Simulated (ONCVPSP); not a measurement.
# Re (Z = 75), ONCV: configuration errors across variants

| Quantity | Value |
| --- | --- |
| Element | rhenium |
| Generator | ONCVPSP 4.0.1 |
| Type | optimised norm-conserving Vanderbilt (ONCV) |
| Functional | PBE |
| Relativity | scalar-relativistic |
| Frozen core | [Kr] 4d10 4f14 |
| Valence charge | 15 |
| Reference configuration | 5s2 5p6 5d5 6s1.5 (charge +0.5) |
| Partial waves | 5s+6s: rc 1.65 bohr, ncon 3, nbas 7, qcut 6 1/bohr, 2 projectors; 5p: rc 1.65 bohr, ncon 4, nbas 8, qcut 7.5 1/bohr, 3 projectors, debl 1.5 Ha; 5d: rc 1.85 bohr, ncon 4, nbas 8, qcut 5.5 1/bohr, 2 projectors, debl 3 Ha |
| Local potential | polynomial inside 1.35 bohr (lpopt 1, dvloc0 1 Ha) |
| Core correction | Teter function, fcfact 4.75, rcfact 1.45 |

In the p channel the program set the typed energies aside and used -1.866, 0.250, 1.750 Ha.

All-electron excitation energies from the reference (eV): (1) 5s2 5p6 5d5 6s2 -3.781; (2) 5s2 5p6 5d5 6s1 5.467; (3) 5s2 5p6 5d5 6s0 21.789; (4) 5s2 5p6 5d3 6s0 88.276.

2 further variants failed, have other tests or another functional or relativity, and are left out.

Errors AE − PS in meV (a dash: test not solved or not reliable):

| change | (1) | (2) | (3) | (4) | bound ghosts | GHOST(+) flags above zero |
| --- | --- | --- | --- | --- | --- | --- |
| base | +0.9 | -2.3 | -13 | -48 | none | none |
| s: rc 2.14 | +0.8 | -2.6 | -16 | -50 | none | none |
| d: debl 0.4 | +0.9 | -2.3 | -13 | -49 | none | none |
| local potential polynomial inside 1.10 bohr (lpopt 3, dvloc0 2 Ha) | +0.9 | -2.3 | -13 | -48 | none | s |

**Question.** Give the same row for: core correction Teter function, fcfact 4.75, rcfact 1.04.

**Answer.** +1.2, -2.0, -8.1, -18; bound ghosts: none; GHOST(+) flags above zero: none.
